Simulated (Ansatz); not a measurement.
Basis-set series for `[CH3][In-]([NH3+])([Cl])[Cl]`. Charge 0, multiplicity 1. In: def2 effective core potential. The geometry is a stationary point of PBE0-D4/def2-TZVP. It is one conformer, not always the lowest.

| functional | basis | functions | energy (Eh) | HOMO (eV) | LUMO (eV) |
| --- | --- | --- | --- | --- | --- |
| PBE0-D4 | def2-SVP | 120 | -1206.37155 | -7.69 | -0.27 |
| PBE0-D4 | def2-TZVPP | 280 | -1206.80996 | -7.87 | -0.68 |
| ωB97M-V | def2-SVP | 120 | -1206.63081 | -9.83 | 1.56 |
| ωB97M-V | def2-TZVPP | 280 | -1207.07185 | -10.05 | 0.82 |

Q: Give the rows for def2-QZVPP. (An estimate is asked.)

A: Computed: 
```json
{"functional": "PBE0-D4", "basis": "def2-QZVPP", "functions": "516", "energy (Eh)": "-1206.84431", "HOMO (eV)": "-7.90", "LUMO (eV)": "-0.89"}
{"functional": "ωB97M-V", "basis": "def2-QZVPP", "functions": "516", "energy (Eh)": "-1207.10486", "HOMO (eV)": "-10.09", "LUMO (eV)": "0.37"}
```

Positive LUMOs are unbound and depend on the basis.
